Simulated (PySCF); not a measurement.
C3H8ClFSi2.
Geometry (GFN2-xTB, Å), atoms numbered from 1 in this order:
```
atom  x, y, z in Å
F1    -1.881    1.627   -1.078
C2    -1.087    0.935   -0.166
C3     0.369    1.360   -0.319
Si4    1.454    0.097    0.604
Cl5    3.242   -0.114   -0.310
C6     0.387   -1.478    0.455
Si7   -1.238   -0.969   -0.409
H8    -1.463    1.242    0.818
H9     0.507    2.387    0.023
H10    0.611    1.352   -1.384
H11    1.694    0.485    1.996
H12    0.182   -1.896    1.438
H13    0.896   -2.263   -0.099
H14   -2.440   -1.480    0.250
H15   -1.237   -1.276   -1.840
```

Computed at PBE0/pcSseg-1 (PySCF, non-relativistic), with Q(35Cl) = −0.0817 b: Cl5, 35Cl (I = 3/2): χzz = -39.82 MHz, η = 0.029.

(1) Where would the pure quadrupole (NQR) lines of 35Cl at Cl5 fall for the rigid, isolated species?

(2) Apply the simplest Townes–Dailey estimate (no s hybridisation, no π bonding), ionic character = 1 − χzz/χ0, where χ0 is the coupling for one missing p electron along the bond: −109.74 MHz for 35Cl.

Answers

(1) From ν = (|χ|/2)√(1 + η²/3): ν = 19.91 MHz (silicon-bound chlorine). For 37Cl the ratio of quadrupole moments, 0.7881, gives 15.69 MHz.

(2) Cl5 on Si4: 1 − (-39.82)/(-109.74) = 0.64. In this model a purely covalent bond gives χ0 and a free halide ion gives zero; s hybridisation or π bonding, where present, is counted here as ionic character.

In a crystal, neighbours and librations shift these lines. GFN2-xTB bond lengths can be off by several hundredths of an ångström, more for odd bonds, and the gradients follow them. A larger basis could move these couplings by a tenth or more.

One conformer stands for the species.
